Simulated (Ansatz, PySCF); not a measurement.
The pair A = H2 (SMILES [H][H]) (first 2 atoms), B = CH2O2 (SMILES O=CO); geometry from B3LYP-D3(BJ)/def2-TZVP.
(charge 0, multiplicity 1):
```xyz
7

H      0.0150     0.4129    -0.4402
H     -0.0776    -0.1963    -0.0196
O     -0.1370    -1.1756     2.7108
C      0.0718    -0.1692     3.3260
O      0.2679     1.0427     2.7836
H      0.1318    -0.0997     4.4196
H      0.2092     0.9488     1.8174
```

Frozen-core correlation. CBS: X⁻³ extrapolation of the correlation energy, Hartree–Fock from the larger set.

Codes used: Ansatz (a quantum-chemistry and plane-wave program); PySCF for the dispersion terms. Values without a source in brackets are computed.

The monomers are drawn apart, rigid, along the line of their centres of mass. Counterpoise-corrected interaction energies (kcal/mol):

```
level                                  R = 4.025 Å  R = 4.898 Å
-------------------------------------  -----------  -----------
PBE/def2-TZVPPD                            -0.4603      -0.1571
PBE-D3(BJ)/def2-TZVPPD                     -0.6353      -0.2207
wB97M-V/def2-TZVPPD                        -0.4538      -0.1746
CCSD(T)/CBS(aug-cc-pVDZ, aug-cc-pVTZ)      -0.4953      -0.1762
```

**Question.** R is the distance of the centres of mass. Find the local exponent m of E ∝ R⁻ᵐ between the two points.

**Answer.** 
m = ln(E₁/E₂)/ln(R₂/R₁): PBE/def2-TZVPPD 5.5; PBE-D3(BJ)/def2-TZVPPD 5.4; wB97M-V/def2-TZVPPD 4.9; CCSD(T)/CBS(aug-cc-pVDZ, aug-cc-pVTZ) 5.3. For scale, two fixed dipoles give m = 3, dipole and quadrupole 4, quadrupoles 5, and dispersion or dipole-induced dipole 6 at long range; at these distances several terms mix, and what is left of overlap and damping shifts m, so it need not match one of them.
